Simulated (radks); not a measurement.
The numbers below are computed, except where a source is named.
Numerical settings for the gold ion Au59+, [Ar] 3d2. Level of theory: Dirac Kohn-Sham, PBE, spin-unpolarised, spherical densities, finite nucleus; open shells fill j = l - 1/2 first; Fermi nuclear charge, rms radius 5.4371 fm (a radial shooting solver on a logarithmic mesh with Libxc functionals). The defaults (mesh step 0.008 in ln r, mesh end at 40 bohr or more with all orbitals vanishing there, Anderson mixing 0.5 over 9 steps, residual threshold near 1e-9 with the energy settled to 1e-9 hartree or 1e-11 of itself, here a cap of 88 iterations) give E = -15483.0982 hartree and 3d3/2 at -6079.2 eV in 13 iterations. Run on one thread of a shared host, so times are rough (Arm Neoverse V1): 0.07 s of CPU time, 0.07 s wall, 13 iterations on 2189 mesh points. Changes against that run (0 stands for a change within the tolerance of the run):

setting                     iterations  converged  E (mhartree)  e(3d3/2) (meV)  CPU (s)
mesh step in ln r 0.03              13        yes      +0.00327               0     0.03
mesh step in ln r 0.2               88         no      diverged               -     0.14
mesh step in ln r 0.012             13        yes             0               0     0.05
mesh end (bohr) 3                   13        yes             0               0     0.06
mesh end (bohr) 5                   13        yes             0               0     0.06
residual threshold 1e-13            23        yes             0               0     0.09
residual threshold 0.001             7        yes             0          -0.651     0.05
mixing 0.01                         20        yes             0               0     0.09
linear mixing, mixing 0.05          88         no         +3.06       -1.48e+04     0.35
linear mixing, mixing 0.8           15        yes             0               0     0.07
mixing history 2                    23        yes             0               0      0.1
iteration cap 3                      3         no         +3.48       -1.03e+04     0.02

No run marked as converged misses the energy by more than 1 mhartree. A mesh that ends early acts as a hard wall.
